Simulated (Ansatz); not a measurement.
**Interaction energy ladder**

The pair of SiH₄ (SMILES [SiH4], atoms 1–5) and AsH₃ (SMILES [AsH3], atoms 6–9), both closed shells, in one local arrangement (a lower one may exist), relaxed at PBE0-D4/def2-TZVP:

```json
{"atom": "Si1", "x (Å)": "-0.0300", "y (Å)": "0.0670", "z (Å)": "-1.7737"}
{"atom": "H2", "x (Å)": "-0.9264", "y (Å)": "1.1678", "z (Å)": "-1.3392"}
{"atom": "H3", "x (Å)": "-0.4108", "y (Å)": "-1.1858", "z (Å)": "-1.0721"}
{"atom": "H4", "x (Å)": "1.3752", "y (Å)": "0.4110", "z (Å)": "-1.4406"}
{"atom": "H5", "x (Å)": "-0.1591", "y (Å)": "-0.1297", "z (Å)": "-3.2400"}
{"atom": "As6", "x (Å)": "-0.1193", "y (Å)": "-0.6942", "z (Å)": "2.2933"}
{"atom": "H7", "x (Å)": "0.1849", "y (Å)": "0.2548", "z (Å)": "3.4437"}
{"atom": "H8", "x (Å)": "1.1002", "y (Å)": "-0.2223", "z (Å)": "1.5146"}
{"atom": "H9", "x (Å)": "-1.0147", "y (Å)": "0.3315", "z (Å)": "1.6139"}
```

Ansatz 0.2.0; basis: def2-TZVPPD, with def2-QZVPPD for the basis limit; cores frozen in the correlated methods. Filled d shells of the heavier atoms are correlated. The def2 sets are not built for correlating such inner shells, so the correlated values are less sure here. B3LYP uses VWN-RPA correlation. Extrapolation: Hartree–Fock as exp(−7.88 √X), correlation as X^−2.97. Interaction energies count from these two fragments, frozen as in the pair, with the counterpoise correction; negative means bound.

(1) What is the interaction energy by CCSD(T) at an estimated basis limit (MP2 extrapolated from triple and quadruple zeta, plus CCSD(T) − MP2 in triple zeta)? (An estimate is asked for; the value comes from the calculation.)

The T1 diagnostic stays at or below 0.012.

Results:

(1) The calculation gives: -1.02 kcal/mol. Hartree–Fock alone gives 0.87 kcal/mol at the basis limit, so without correlation the pair would not bind at this distance. It counts from the two fragments frozen as in the pair.

The same quantity by other methods in triple zeta, and each one's difference from that estimate:
| method | E_int (kcal/mol) | difference |
| --- | --- | --- |
| PBE-D4 | -1.30 | -0.29 |
| revPBE-D4 | -1.15 | -0.13 |
| BLYP-D4 | -1.02 | 0.00 |
| r2SCAN-D4 | -0.82 | 0.20 |
| B97M-V | -0.90 | 0.11 |
| PBE0-D4 | -1.18 | -0.17 |
| B3LYP-D4 | -1.11 | -0.09 |
| HSE06-D4 | -1.18 | -0.17 |
| wB97X-V | -0.94 | 0.08 |
| wB97M-V | -0.93 | 0.09 |
| B2PLYP | 0.06 | 1.08 |
| HF | 0.88 | 1.90 |
| MP2 | -0.79 | 0.23 |
| CCSD | -0.52 | 0.50 |
| CCSD(T) | -0.75 | 0.27 |
Differences are method less estimate.

Basis-set superposition shift (counterpoise-corrected less uncorrected): CCSD(T) 0.41; MP2 0.42; HF 0.09; PBE0-D4 0.08; wB97M-V 0.10 kcal/mol.

For scale, one of the runs: CCSD(T)/def2-TZVPPD, 221 basis functions, launched by `ansatz run in.yaml --threads 4 --pin off --events-out ev --progress --plain --max-ram 9574MiB`. Time: 67 s of wall clock on 4 CPU threads of an Arm Neoverse V1; the host was shared. Peak host memory: 3.1 GiB.
